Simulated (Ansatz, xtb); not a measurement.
## Two isomers of C4H6GeOSe

We compare a, `[SeH][GeH2][c]1ccco1`, a singlet, with b, `CC1=C[C](=O)[GeH2][Se]1`, a singlet. Both are isolated molecules in the gas phase, relaxed with B3LYP/def2-SVP; each stands in its lowest conformer found.

a (Å):

```xyz
13

C     0.3341    0.1552    0.7444
C    -0.1539    0.6802    1.9166
C    -1.4253    0.0631    2.1496
C    -1.6225   -0.7905    1.1009
Ge    1.9557    0.4653   -0.2771
O    -0.5724   -0.7449    0.2488
Se    1.5771    1.7655   -2.2447
H     0.7379    0.7200   -2.8632
H     2.5881   -0.8838   -0.6692
H     2.9087    1.3136    0.5826
H     0.3394    1.4227    2.5414
H    -2.1012    0.2317    2.9855
H    -2.4277   -1.4715    0.8357
```

b (Å):

```yaml
atoms:
  - { symbol: C, position_ang: [1.8993, -1.2543, -1.1793] }
  - { symbol: C, position_ang: [0.4719, -0.9277, -0.8553] }
  - { symbol: C, position_ang: [-0.4853, -1.8724, -0.6741] }
  - { symbol: C, position_ang: [-1.8810, -1.5569, -0.3574] }
  - { symbol: Ge, position_ang: [-2.1665, 0.4532, -0.2316] }
  - { symbol: O, position_ang: [-2.7694, -2.3628, -0.1874] }
  - { symbol: Se, position_ang: [0.1145, 0.9695, -0.7174] }
  - { symbol: H, position_ang: [2.5760, -0.8485, -0.4086] }
  - { symbol: H, position_ang: [2.0541, -2.3410, -1.2475] }
  - { symbol: H, position_ang: [2.1959, -0.7943, -2.1369] }
  - { symbol: H, position_ang: [-0.2336, -2.9348, -0.7626] }
  - { symbol: H, position_ang: [-3.1146, 1.0328, -1.2987] }
  - { symbol: H, position_ang: [-2.5708, 0.9555, 1.1677] }
```

Question: Estimate which is lower in electronic energy at CCSD(T)/def2-SVP + ΔMP2/def2-TZVPP, and by roughly how much.

Answer: The CCSD(T)/def2-SVP + ΔMP2/def2-TZVPP calculation puts structure b lower, by 4.5 kcal/mol.

The same difference at several levels:

```json
{"level": "GFN2-xTB", "geometry": "GFN2-xTB", "E(b) − E(a) (kcal/mol)": "+14.0", "departure from the last row (kcal/mol)": "+18.5", "job, with rough time for the two": "optimisation, 0.14 s"}
{"level": "HF/STO-3G", "geometry": "GFN2-xTB", "E(b) − E(a) (kcal/mol)": "+9.2", "departure from the last row (kcal/mol)": "+13.7", "job, with rough time for the two": "single point, 0.66 s"}
{"level": "r2SCAN-D4/def2-SVP", "geometry": "GFN2-xTB", "E(b) − E(a) (kcal/mol)": "−4.9", "departure from the last row (kcal/mol)": "−0.4", "job, with rough time for the two": "single point, 4.5 s"}
{"level": "B3LYP/def2-SVP", "geometry": "B3LYP/def2-SVP", "E(b) − E(a) (kcal/mol)": "−2.8", "departure from the last row (kcal/mol)": "+1.7", "job, with rough time for the two": "optimisation, 2.4 min"}
{"level": "HF/def2-SVP", "geometry": "B3LYP/def2-SVP", "E(b) − E(a) (kcal/mol)": "−0.7", "departure from the last row (kcal/mol)": "+3.8", "job, with rough time for the two": "part of the CCSD(T) run"}
{"level": "MP2/def2-SVP", "geometry": "B3LYP/def2-SVP", "E(b) − E(a) (kcal/mol)": "−1.4", "departure from the last row (kcal/mol)": "+3.1", "job, with rough time for the two": "part of the CCSD(T) run"}
{"level": "CCSD(T)/def2-SVP", "geometry": "B3LYP/def2-SVP", "E(b) − E(a) (kcal/mol)": "−2.9", "departure from the last row (kcal/mol)": "+1.6", "job, with rough time for the two": "single point"}
{"level": "CCSD(T)/def2-SVP + ΔMP2/def2-TZVPP", "geometry": "B3LYP/def2-SVP", "E(b) − E(a) (kcal/mol)": "−4.5", "departure from the last row (kcal/mol)": "", "job, with rough time for the two": "single point, 2.4 min"}
```

As drawn, b has 2 C–C, 1 C=C, 1 C=O, 1 C–Se, 1 C–H in place of 3 C∷C, 2 C∷O, 1 Se–H (∷ is an aromatic bond). Structure a has a 5-membered ring (with an aromatic ring), b a 5-membered ring.

GFN2-xTB, HF/STO-3G put the two in the other order. The largest departure from CCSD(T)/def2-SVP + ΔMP2/def2-TZVPP is that of GFN2-xTB, 18.5 kcal/mol. The last row adds to CCSD(T) the change of the MP2 difference between the two basis sets, here −1.6 kcal/mol.

With thermal terms from frequencies at re-optimised GFN2-xTB minima (ideal gas, soft modes damped towards free rotors, one conformer each, 298.15 K, 1 atm): on the last row, ΔE + ΔZPE = −3.5, ΔH = −3.3, ΔG = −3.1 kcal/mol.

The correlated steps freeze 23 core orbitals; the filled d shell of Ge and Se is correlated, in a basis made for valence electrons. Programs: Ansatz 0.2.0, xtb 6.7.1; the last row on 4 threads of Arm Neoverse V2 on a shared host.
